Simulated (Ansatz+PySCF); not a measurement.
The numbers below are computed, except where a source is named.
Input for PySCF 2.14.0:

```python
from pyscf import gto, scf

mol = gto.M(atom="""
Cl 0.000000 0.000000 -2.458610
Cd 0.000000 0.000000 0.000000
Cl 0.000000 0.000000 2.458610
""", basis='def2-svp', ecp={'Cd': 'def2-svp'}, charge=0, spin=0)
mf = scf.RHF(mol)
mf.init_guess = '1e'
mf.kernel()
while True:  # follow internal instabilities
    mo, _, stable, _ = mf.stability(return_status=True)
    if stable: break
    mf.kernel(mf.make_rdm1(mo, mf.mo_occ))
print(mf.converged, mf.e_tot, mf.spin_square()[0])
```

The script is written out from the run's settings. The basis set brings a core potential for Cd, so the total leaves out those core electrons.

Output:

| Item | Value |
| --- | --- |
| Converged | yes |
| Total energy | -1085.63735 hartree |
| Spin squared of the determinant | 0.000 |
